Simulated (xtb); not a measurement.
xtb input (GFN2-xTB):

```bash
xtb mol.xyz --gfn 2 --ohess tight --chrg 0 --uhf 0
```
mol.xyz:
```
7

C      1.24075385     1.53422518    -0.02457600
C      0.44495715     0.61184206     0.02740770
Si    -0.64870922    -0.79931145    -0.02415485
H      1.84020284     2.35726484    -0.05754695
H     -0.00453018    -1.95427775     0.75746931
H     -0.92887385    -1.30408885    -1.40398721
H     -1.94434043    -0.44899084     0.61862054
```

End of the output:

```
   ------------------------------------------------------------------------

         :::::::::::::::::::::::::::::::::::::::::::::::::::::
         ::                  THERMODYNAMIC                  ::
         :::::::::::::::::::::::::::::::::::::::::::::::::::::
         :: total free energy          -7.950157163506 Eh   ::
         ::.................................................::
         :: total energy               -7.966509381774 Eh   ::
         :: zero point energy           0.041484227874 Eh   ::
         :: G(RRHO) w/o ZPVE           -0.025132009606 Eh   ::
         :: G(RRHO) contrib.            0.016352218268 Eh   ::
         :::::::::::::::::::::::::::::::::::::::::::::::::::::

optimized geometry written to: xtbopt.xyz

           -------------------------------------------------
          | TOTAL ENERGY               -7.966509381774 Eh   |
          | TOTAL ENTHALPY             -7.919158502964 Eh   |
          | TOTAL FREE ENERGY          -7.950157163506 Eh   |
          | GRADIENT NORM               0.000394935536 Eh/α |
          | HOMO-LUMO GAP               5.530699941963 eV   |
Note: The following floating-point exceptions are signalling: IEEE_UNDERFLOW_FLAG IEEE_DENORMAL
normal termination of xtb
           -------------------------------------------------

------------------------------------------------------------------------
------------------------------------------------------------------------
 total:
 SCF:
 ANC optimizer:
 analytical hessian:
```
